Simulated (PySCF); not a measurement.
From one molecule to another.

First species: C₄H₁₃AlFN.
Numbering: `[CH3:1][N+:2]([CH3:3])([CH3:4])[AlH2-:5][CH2:6][F:7]` (hydrogens: H8, H9, H10 on C1; H11, H12, H13 on C3; H14, H15, H16 on C4; H17, H18 on Al5; H19, H20 on C6)

Second species: C12H10.
SMILES: `c1ccc(cc1)-c1ccccc1`

Levels: B3LYP/def2-SVPD for dipole moment, HOMO energy, LUMO energy, HOMO–LUMO gap, static isotropic polarisability and electronic spatial extent ⟨r²⟩ about the centre of nuclear charge; TDDFT B3LYP/def2-SVPD for lowest singlet excitation; TDA B3LYP/def2-SVPD for lowest triplet excitation (Tamm–Dancoff); PBE0-D3(BJ)/def2-SVP for rotational constant A and rotational constant C. Geometries: PBE0-D3(BJ)/def2-SVP. All species are isolated and taken at one optimised geometry, non-relativistic unless stated. Electronic properties by PySCF.

The conformers computed, where there is a choice (atom-mapped SMILES and torsion angles):
- `[CH3:1][N+:2]([CH3:3])([CH3:4])[AlH2-:5][CH2:6][F:7]`: C1–N2–Al5–C6 62°, N2–Al5–C6–F7 -178°
- `[cH:1]1[cH:2][cH:3][c:4](-[c:5]2[cH:6][cH:7][cH:8][cH:9][cH:10]2)[cH:11][cH:12]1`: C3–C4–C5–C6 -38°

Values for the first species:

| Item | Value |
| --- | --- |
| Dipole moment | 6.95 D |
| HOMO energy | -6.73 eV |
| LUMO energy | -0.24 eV |
| HOMO–LUMO gap | 6.49 eV |
| Lowest singlet excitation | 5.73 eV |
| Lowest triplet excitation (Tamm–Dancoff) | 5.50 eV |
| Static isotropic polarisability | 90.1 au |
| Electronic spatial extent ⟨r²⟩ about the centre of nuclear charge | 1255 bohr² |
| Rotational constant A | 3.661 GHz |
| Rotational constant C | 1.014 GHz |

**Question.** Estimate the same properties for the second species, and the change in each.

**Answer.** 
| property | first | second | second less first |
| --- | --- | --- | --- |
| dipole moment | 6.95 D | 0.00 D | -6.95 D |
| HOMO energy | -6.73 eV | -6.41 eV | +0.32 eV |
| LUMO energy | -0.24 eV | -1.15 eV | -0.91 eV |
| HOMO–LUMO gap | 6.49 eV | 5.26 eV | -1.23 eV |
| lowest singlet excitation | 5.73 eV | 4.89 eV | -0.84 eV |
| lowest triplet excitation (Tamm–Dancoff) | 5.50 eV | 3.58 eV | -1.92 eV |
| static isotropic polarisability | 90.1 au | 142.5 au | +52.4 au |
| electronic spatial extent ⟨r²⟩ about the centre of nuclear charge | 1255 bohr² | 2308 bohr² | +1053 bohr² |
| rotational constant A | 3.661 GHz | 2.862 GHz | -0.799 GHz |
| rotational constant C | 1.014 GHz | 0.477 GHz | -0.537 GHz |

On the first: S1 lies 0.76 eV below the HOMO–LUMO gap; its leading configuration is HOMO→LUMO, weight 0.91. No computed singlet falls in the visible range (750 to 380 nm, 1.65 to 3.26 eV); S1 lies 2.47 eV above its blue end.

On the second: The polarisability is 21.11 Å³ as a volume (1 au = 0.148185 Å³), or 1.74 au for each of the 82 electrons. Point group D2 forbids a permanent dipole, so the rigid molecule has no electric-dipole pure rotational spectrum.
